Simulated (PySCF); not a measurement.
Static response to an electric field

Compound: 1,1-dimethylbutylamine, C6H15N.
Cartesian coordinates in Å at the GFN2-xTB level; atoms count from 1:
```xyz
22
C6H15N angstrom
C      2.9387    0.0255   -0.0490
C      1.5106   -0.4674    0.1521
C      0.5000    0.6573   -0.0594
C     -0.9640    0.1853   -0.0863
C     -1.3620   -0.4726    1.2371
C     -1.8690    1.4059   -0.3367
N     -1.0958   -0.8187   -1.1375
H      3.6478   -0.7855    0.1007
H      3.0717    0.4145   -1.0566
H      3.1727    0.8207    0.6564
H      1.4099   -0.8693    1.1610
H      1.2920   -1.2687   -0.5541
H      0.7179    1.1423   -1.0150
H      0.6170    1.4084    0.7245
H     -2.4344   -0.6566    1.2568
H     -1.1063    0.1698    2.0754
H     -0.8512   -1.4242    1.3457
H     -1.5909    1.9051   -1.2640
H     -2.9105    1.0967   -0.4124
H     -1.7815    2.1211    0.4774
H     -0.8735   -0.4130   -2.0405
H     -2.0496   -1.1614   -1.1764
```

Level: PBE0/def2-SVPD (PySCF), static field, nuclei fixed, core orbitals frozen in the response. The polarisability tensor in these axes (au):

```
x   93.50 -2.02  0.04
y   -2.02 79.34 -1.14
z    0.04 -1.14 78.09
```

Task: What are the eigenvalues, a third of the trace, and Δα (Δα² = ½Σ(αi − αj)² over the three pairs)?

Result: Principal values 77.35, 79.80 and 93.79 au; mean 83.64 au = 12.39 Å³ = 13.79 × 10⁻⁴⁰ C²·m²/J; Δα = 15.36 au (18 % of the mean).

Task: What is the dipole moment, and where does it point?

Result: (-0.82, 0.71, -0.25) D, 1.11 D in size, pointing from the negative to the positive side. Measured along this direction, the outermost atoms are H8 at the negative end and H19 at the positive end.

Task: Give the principal axes and the span of the nuclei along them.

Result: Largest value along (0.99, -0.14, 0.01), where the nuclei span 6.76 Å; middle along (0.12, 0.83, -0.55), 4.09 Å; least along (0.07, 0.54, 0.84), 3.74 Å. The response follows the extents in order.

Task: What are the principal values of the traceless quadrupole moment, Θ = ½Σq(3rr − r²1), about the centre of nuclear charge?

Result: -4.16, 0.42, 3.74 D·Å. The values depend on the origin, since the dipole doesn't vanish. The electronic extent ⟨r²⟩ about the same centre is 1029 bohr², a root-mean-square distance of 2.23 Å for the 58 electrons.

Task: In a dilute gas of rigid molecules at 350 K, how does the orientational term μ²/3kT compare with the electronic polarisability?

Result: In Gaussian units μ²/3kT = 8.54 Å³ against 12.39 Å³, a ratio of 0.69; the Debye molar polarisation (4π/3)N_A(α + μ²/3kT) is 52.8 cm³/mol, leaving out the vibrational part.

Task: Form Σ f/ω² (atomic units) for the 6 lowest TDDFT singlets, given as eV and f, and set it beside the mean polarisability, which is this sum over all singlets: 6.14, 0.0318; 7.14, 0.0031; 7.23, 0.0008; 7.38, 0.0047; 7.77, 0.0113; 7.88, 0.0227.

Result: They add up to 1.15 au, 1.4 % of the 83.64 au; the largest single term is 0.62 au, from the state at 6.14 eV. Terms in order: 0.62, 0.04, 0.01, 0.06, 0.14, 0.27 au. Higher excitations give the rest. The strengths listed sum to 0.074.

Isolated species at its GFN2-xTB geometry (one conformer only).

The run behind these numbers computed excited states as well. Cost: about 2.4 min of CPU time on one thread (grids of density and orbitals included); the machine was shared, so the figure is rough.
